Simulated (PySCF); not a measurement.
Geometry:
```json
{"atom": "C1", "x (Å)": "-2.394", "y (Å)": "-0.475", "z (Å)": "0.556"}
{"atom": "N2", "x (Å)": "-1.759", "y (Å)": "0.168", "z (Å)": "-0.566"}
{"atom": "C3", "x (Å)": "-2.468", "y (Å)": "0.040", "z (Å)": "-1.811"}
{"atom": "Si4", "x (Å)": "-0.421", "y (Å)": "1.240", "z (Å)": "-0.324"}
{"atom": "N5", "x (Å)": "0.772", "y (Å)": "0.428", "z (Å)": "0.639"}
{"atom": "C6", "x (Å)": "1.513", "y (Å)": "1.054", "z (Å)": "1.707"}
{"atom": "C7", "x (Å)": "1.207", "y (Å)": "-0.905", "z (Å)": "0.293"}
{"atom": "C8", "x (Å)": "2.555", "y (Å)": "-0.930", "z (Å)": "-0.374"}
{"atom": "N9", "x (Å)": "3.472", "y (Å)": "-1.722", "z (Å)": "-0.004"}
{"atom": "H10", "x (Å)": "-1.762", "y (Å)": "-0.386", "z (Å)": "1.453"}
{"atom": "H11", "x (Å)": "-2.547", "y (Å)": "-1.555", "z (Å)": "0.365"}
{"atom": "H12", "x (Å)": "-3.386", "y (Å)": "-0.040", "z (Å)": "0.791"}
{"atom": "H13", "x (Å)": "-2.615", "y (Å)": "-1.024", "z (Å)": "-2.080"}
{"atom": "H14", "x (Å)": "-1.903", "y (Å)": "0.515", "z (Å)": "-2.627"}
{"atom": "H15", "x (Å)": "-3.472", "y (Å)": "0.509", "z (Å)": "-1.781"}
{"atom": "H16", "x (Å)": "-0.699", "y (Å)": "2.500", "z (Å)": "0.441"}
{"atom": "H17", "x (Å)": "-0.007", "y (Å)": "1.608", "z (Å)": "-1.718"}
{"atom": "H18", "x (Å)": "2.579", "y (Å)": "1.214", "z (Å)": "1.457"}
{"atom": "H19", "x (Å)": "1.077", "y (Å)": "2.035", "z (Å)": "1.947"}
{"atom": "H20", "x (Å)": "1.485", "y (Å)": "0.437", "z (Å)": "2.625"}
{"atom": "H21", "x (Å)": "0.466", "y (Å)": "-1.345", "z (Å)": "-0.399"}
{"atom": "H22", "x (Å)": "1.254", "y (Å)": "-1.563", "z (Å)": "1.181"}
{"atom": "H23", "x (Å)": "2.668", "y (Å)": "-0.196", "z (Å)": "-1.200"}
{"atom": "H24", "x (Å)": "4.308", "y (Å)": "-1.597", "z (Å)": "-0.584"}
```

Geometry: PBE0-D3(BJ)/def2-SVP; GIAO absolute shieldings from PySCF 2.14, gas phase, non-relativistic, averaged over equivalent atoms.

At PBE0/pcSseg-1 (235 basis functions, 55 s wall time on 1 thread of an Arm Neoverse V2, shared host):
| atoms | σ (ppm) |
| --- | --- |
| C8 | 0.7 |
| C7 | 127.6 |
| C1/C3 | 146.6 |
| C6 | 147.3 |
| N9 | -97.1 |
| N5 | 231.5 |
| N2 | 238.4 |
| Si4 | 372.1 |
| H24 | 21.09 |
| H23 | 23.19 |
| H16/H17 | 26.44 |
| H21/H22 | 27.93 |
| H18/H19/H20 | 28.69 |
| H10/H11/H12/H13/H14/H15 | 28.74 |

Q: Predict the values at HF/pcSseg-1 on the same geometry.

A: 
| atoms | σ at HF/pcSseg-1 | change |
| --- | --- | --- |
| C8 | 7.4 | +6.7 |
| C7 | 140.9 | +13.3 |
| C1/C3 | 156.6 | +10.0 |
| C6 | 157.6 | +10.3 |
| N9 | -92.6 | +4.5 |
| N5 | 256.2 | +24.7 |
| N2 | 261.9 | +23.5 |
| Si4 | 416.1 | +44.0 |
| H24 | 21.83 | +0.74 |
| H23 | 24.02 | +0.83 |
| H16/H17 | 27.52 | +1.08 |
| H21/H22 | 28.54 | +0.61 |
| H18/H19/H20 | 29.29 | +0.60 |
| H10/H11/H12/H13/H14/H15 | 29.32 | +0.58 |

The largest change is at Si4 (silicon bonded to 2 N, 2 H). Cost: 235 basis functions, 26 s wall time on 1 thread of an Arm Neoverse V2, shared host. The order of the carbon signals is the same at both levels.
